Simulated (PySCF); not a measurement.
Cl3Si, SMILES Cl[Si](Cl)Cl, multiplicity 2. Atoms are numbered in the order given.

```xyz
4

Cl     1.6705     0.9645    -0.1516
Si     0.0000     0.0000     0.5524
Cl     0.0000    -1.9290    -0.1516
Cl    -1.6705     0.9645    -0.1516
```
Charge 0, spin multiplicity 2.

Geometry: ωB97X-D3(BJ)/def2-SVP. The isomer is the one that the SMILES or the coordinates give; other isomers of the formula were not compared.

All values below come from CAM-B3LYP/def2-TZVPD in PySCF.

Computed frontier levels, dipole moment and polarisability:
```yaml
"α spin, highest occupied and lowest empty level": -8.45 and 0.50 eV
"β spin, highest occupied and lowest empty level": -10.80 and -2.76 eV
dipole_moment: 0.150 e·Å
quadrupole, principal values (traceless, Buckingham form, about the centre of nuclear charge): -0.96, -0.96, 1.91 D·Å
mean_static_polarisability: 69.1 bohr³ (10.24 Å³)
polarisability_principal_values: 55.6, 75.9, 75.9 bohr³
"⟨S²⟩": 0.753 (pure state 0.75)
```
